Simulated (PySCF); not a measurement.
## Correlation energy of Co²⁺ (cobalt, charge +2)

[Ar] 3d6 4p1, one real determinant (an excited configuration). All numbers are calculated (PySCF 2.14, no relativity, point nucleus, in aug-cc-pVTZ with one added diffuse shell each of s, p, d, f, g type (9s8p6d4f3g, 118 functions)). Frozen: [Ar]; 7 electrons correlated.

MP2 pair energies summed by pair of shells (mhartree):

| pair | energy | share (%) |
| --- | --- | --- |
| 3d-3d | -119.36 | 90.1 |
| 3d-4p | -13.14 | 9.9 |

Total MP2 correlation energy: -132.50 mhartree.

Same-spin part -79.56 and opposite-spin part -52.94 mhartree; SCS-MP2 scales them by 1/3 and 6/5 to -90.05 mhartree.

The reference is one real determinant that mixes LS terms of this configuration.
